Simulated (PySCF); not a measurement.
## Electron correlation in Cl⁺ (chlorine, charge +1)

[Ne] 3s2 3p4, high-spin 3P determinant. Calculation: PySCF 2.14, in def2-TZVPPD; no relativity, point nucleus. Frozen: [Ne]; 6 electrons correlated.

```json
{"level": "CCSD", "correlation energy (mhartree)": "-149.23"}
{"level": "(T)", "correlation energy (mhartree)": "-4.44"}
{"level": "CCSD(T)", "correlation energy (mhartree)": "-153.67"}
```

Diagnostics: T1 = 0.0089, D1 = 0.0287, largest double amplitude 0.038.

Cost of the coupled-cluster step: about 4 core-seconds, for 6 correlated electrons.
